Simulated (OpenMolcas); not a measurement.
**neutral platinum: effect of the IPEA shift**

```
Program             : OpenMolcas
Basis               : ANO-RCC-VTZP [8s7p5d3f1g]
Scalar Hamiltonian  : DKH2, point nucleus
Active space        : 10 electrons in 6 orbitals (5d 6s)
State averaging     : 2S+1 = 3 even, 15 roots; 2S+1 = 1 even, 20 roots kept (CI in the orbitals of an earlier block)
Spin-orbit coupling : state interaction with AMFI integrals over the reference wave functions, term energies averaged over their components
```

Methods on the same reference wave functions:
A. CASSCF
B. MS-CASPT2, IPEA 0 Eh, imaginary shift 0.1 Eh (closed shells correlated: 5s 5p)
C. MS-CASPT2, IPEA 0.25 Eh, imaginary shift 0.1 Eh (closed shells correlated: 5s 5p)

Energies in cm-1 above 5d9 6s 3D3, the measured ground level; measured values from NIST Handbook of Basic Atomic Spectroscopic Data.

```json
{"Level": "5d8 6s2 3F4", "A": "-1606", "B": "-2930", "C": "-2300", "Measured": "824"}
{"Level": "5d9 6s 3D3", "A": "0.0", "B": "0.0", "C": "0.0", "Measured": "0.0"}
{"Level": "5d9 6s 1D2 [60 %]", "A": "651", "B": "-1253", "C": "-535", "Measured": "776"}
{"Level": "5d8 6s2 3F3", "A": "7578", "B": "6320", "C": "6960", "Measured": "10117"}
{"Level": "5d9 6s 3D1", "A": "10532", "B": "10530", "C": "10530", "Measured": "10132"}
{"Level": "5d8 6s2 3P0 [69 %]", "A": "19514", "B": "18110", "C": "19280", "Measured": "16983"}
{"Level": "5d8 6s2 3P1", "A": "19807", "B": "14940", "C": "16180", "Measured": "18567"}
{"Level": "5d8 6s2 1G4", "A": "22560", "B": "19260", "C": "19710", "Measured": "21967"}
{"Level": "5d8 6s2 1D2 [60 %]", "A": "26809", "B": "22880", "C": "23990", "Measured": "26639"}
{"Level": "5d10 1S0 [69 %]", "A": "27253", "B": "4910", "C": "5480", "Measured": "6140"}
```

A puts 5d8 6s2 3F4 lowest. B puts 5d8 6s2 3F4 lowest. C puts 5d8 6s2 3F4 lowest.

Deviations, from unrounded energies. A percentage is the sum of absolute deviations over the sum of measured energies, with the sign that they share, or ± where signs differ.

| Against measurement | Levels | A | B | C |
| --- | --- | --- | --- | --- |
| mean absolute deviation (cm-1) | 9 | 3500 | 2500 | 2000 |
| fine structure of the ground term (%) | 1 | +3.9 | +3.9 | +3.9 |
| other terms of the ground configuration (%) | 1 | -16.1 | -261.5 | -168.9 |
| other configurations (%) | 7 | ±30.2 | ±19.7 | ±16.3 |

C lies closest to measurement on these levels and A furthest from it. The largest miss of C in the table is 5d8 6s2 3F3, by -3200 cm-1. The ranking rests on the paired levels alone, and a cruder setting can come out closer through cancelling errors.

Between B and C the level of the table that moves most is 5d8 6s2 3P1, by 1200 cm-1 (lowest in B, highest in C). Moves below CASPT2's spread within the term are not significant.

The mean deviations of B to C differ by less than CASPT2's widest spread within a term (1600 cm-1), so their order carries little weight.

The lowest spin-free term lies below A's lowest term by 0.578 hartree in B, 0.567 hartree in C.

CASPT2 breaks the degeneracy within a term, and the mean is taken; among the terms shown or strongly mixed into the levels shown the widest spread is 1600 cm-1 (5d8 6s2 1G, C). Over all roots computed the reference weight is 0.81 to 0.88 in B, 0.83 to 0.88 in C; the roots of lowest weight are the least certain, and an intruder state may touch them. Terms from blocks run as CI alone lack orbitals of their own. The lowest computed level is not the ground level that NIST lists (3D3). Configurations are named by rounded mean occupations; where the s occupation lies near a half they are strongly mixed, a name can repeat and a true partner stay unpaired. A single d shell beside an s shell can misplace configurations of different d count against each other. The lowest spin-free term belongs to 5d9 6s, not to the configuration of the lowest level. The CASPT2 spread within a term exceeds the gap to the next term for 5d9 6s 3D and 5d8 6s2 3F, so the order of their levels is uncertain, and so are names and mixing where such terms share a J (figures for B; the like holds for C). Without dynamic correlation excited terms often stand tens of per cent too high (terms of higher spin than the ground term too low), and those without a measured partner can miss by more than the paired ones (holds for A). Some levels mix across a computed gap that differs much from the measured one, so their mixing is not that of the real levels (holds for A). Computed and measured levels are paired by configuration, term and J; levels that our copy of the source lacks, or whose pairing is in doubt (as where it misses far off the trend of its configuration), stay unpaired and out of the deviations. Levels of configurations outside the active space are missing. The table leaves out levels that lie high or whose names do not pair safely across all columns.

A share in square brackets marks a mixed level and gives the weight of the term that names it, the lowest over the columns.
